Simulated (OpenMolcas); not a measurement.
# Ionisation energies of oxygen

| Property | Result |
| --- | --- |
| Program | OpenMolcas |
| Basis | ANO-RCC-VTZP [4s3p2d1f] |
| Scalar Hamiltonian | DKH2, point nucleus |
| Spin-orbit coupling | RASSI with atomic mean-field integrals over the reference wave functions, term energies averaged over their components |

Active shells in each charge state: the valence s, p shells, with orbitals averaged over the low states. Where CASPT2's correlated closed shells are named, they are those of the first ion.

A. CASSCF
B. SS-CASPT2, IPEA 0.25 Eh, imaginary shift 0.1 Eh (closed shells correlated: 1s)
C. SS-CASPT2, IPEA 0.25 Eh, imaginary shift 0.1 Eh (closed shells correlated: none)
D. SS-CASPT2, IPEA 0 Eh, imaginary shift 0.1 Eh (closed shells correlated: 1s)

Energies in eV between the lowest computed levels, named as in B; reference values from the NIST Atomic Spectra Database with their kind.

```tsv
From	To	A	B	C	D	Spin-orbit share in B	Reference
O2+ 2s2 2p2 3P0	O3+ 2s2 2p 2P* 1/2	53.703	54.632	54.606	54.685	-0.004	54.936 (semi-empirical)
O3+ 2s2 2p 2P* 1/2	O4+ 2s2 1S0	76.160	77.048	77.018	77.094	+0.031	77.413 (measured)
O4+ 2s2 1S0	O5+ 2s 2S 1/2	113.703	113.740	113.764	113.741	+0.000	113.899 (measured)
O5+ 2s 2S 1/2	O6+ 1s2 1S0	137.964	137.979	137.964	137.980	+0.000	138.119 (semi-empirical)
```

Steps that some method lacks are left out, and so are those with a state whose active s or d shell is doubly occupied in every root (s and p with five to eight electrons, d10) over a frozen core shell of the same l, since the two then mix freely.

Error against the reference values, in %:

| From | Reference | A | B | C | D |
| --- | --- | --- | --- | --- | --- |
| O2+ | semi-empirical | -2.2 | -0.6 | -0.6 | -0.5 |
| O3+ | measured | -1.6 | -0.5 | -0.5 | -0.4 |
| O4+ | measured | -0.2 | -0.1 | -0.1 | -0.1 |
| O5+ | semi-empirical | -0.1 | -0.1 | -0.1 | -0.1 |

Mean absolute error over the 2 measured values: A 0.72 eV, B 0.26 eV, C 0.27 eV, D 0.24 eV.

* marks odd parity.
